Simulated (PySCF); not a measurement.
# From computed data to an observable: oscillator strength and radiative lifetime

Al(Br)(Me)2 (C2H6AlBr), SMILES [CH3][Al]([CH3])[Br].

Geometry optimised at PBE-D3(BJ)/def2-SVP. The structure was generated by enumeration; whether it is a known compound was not checked.

TDDFT-PBE/def2-SVPD (PySCF 2.14.0) puts the first singlet state with f over 0.02 at 5.63 eV (vertical), with the transition dipole (-0.397, 0.569, -0.530) in atomic units.

Problem. Find the oscillator strength, the wavelength and the radiative lifetime that this transition would have in vacuum if emission retraced absorption.

Solution. 
|μ|² = 0.7623 au, so |μ| = 2.22 D. ΔE = 5.63/27.211 = 0.2069 hartree. f = (2/3) ΔE |μ|² = 0.105 (the program prints 0.105).
λ = 1239.84/5.63 = 220 nm; ν = 45409 cm⁻¹.
Einstein's coefficient A = 0.6670 ν² f s⁻¹ (ν in cm⁻¹) = 1.4e8 s⁻¹, so τ = 1/A = 6.9 ns. This state is S2; the lower singlet has f = 0.000. The figure is the radiative limit of this one transition; relaxation, internal conversion, crossing to triplets and a medium change what is measured.
